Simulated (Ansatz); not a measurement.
Consider the redistribution: `[NH2][Al]([NH2])[Br]` + `B[SiH2][SiH2][SiH3]` → `[NH2][Al]([NH2])[SiH2][SiH3]` + `B[SiH2]Br`.

Calculated with Ansatz (gas phase, PBE0-D4/def2-TZVP geometries, no zero-point term in ΔE). CBS: MP2 limit from def2 TZ/QZ plus the TZ coupled-cluster correction, frozen cores. DFT in def2-TZVPP. For Br outer-core shells are correlated without core-valence functions, which leaves a few kJ/mol of doubt a bond. Scalar relativity is left out up to krypton. One conformer a species, not always the lowest.

| species | PBE0-D4 energy (Eh) |
| --- | --- |
| `[NH2][Al]([NH2])[Br]` | -2928.17460 |
| `B[SiH2][SiH2][SiH3]` | -898.32185 |
| `[NH2][Al]([NH2])[SiH2][SiH3]` | -936.00576 |
| `B[SiH2]Br` | -2890.46239 |

Q: Work out ΔE.

A: ΔE = (-936.00576) + (-2890.46239) − (-2928.17460) − (-898.32185) = 0.02830 Eh = +0.77 eV. CCSD(T)/CBS gives +0.77 eV.

Q: What do rigid-rotor, harmonic-oscillator terms from PBE0-D4/def2-TZVP frequencies (298.15 K, 1 bar) make of the CCSD(T)/CBS value? (Estimate.)

A: The calculation gave: ΔZPE = -0.01 eV, ΔH = +0.76 eV, ΔS = 15 J/(mol·K), ΔG = +0.72 eV. Modes under 50 cm⁻¹ make the entropy rough.

Largest T1 diagnostic among the species: 0.014.

The D4 term adds +0.04 eV with B3LYP and +0.02 eV with PBE0; it sums over pairs of atoms, weighted by their polarisabilities, and B3LYP, whose exchange is more repulsive, gets the larger term. From BLYP to BHLYP (50 % exact exchange), in def2-TZVPP and without D4, ΔE moves by +0.05 eV. At CCSD(T), def2-SVP lies +0.06 eV from the extrapolated value and def2-TZVPP +0.01 eV.

B3LYP here is the variant with VWN-RPA as its local correlation; programs differ in this.
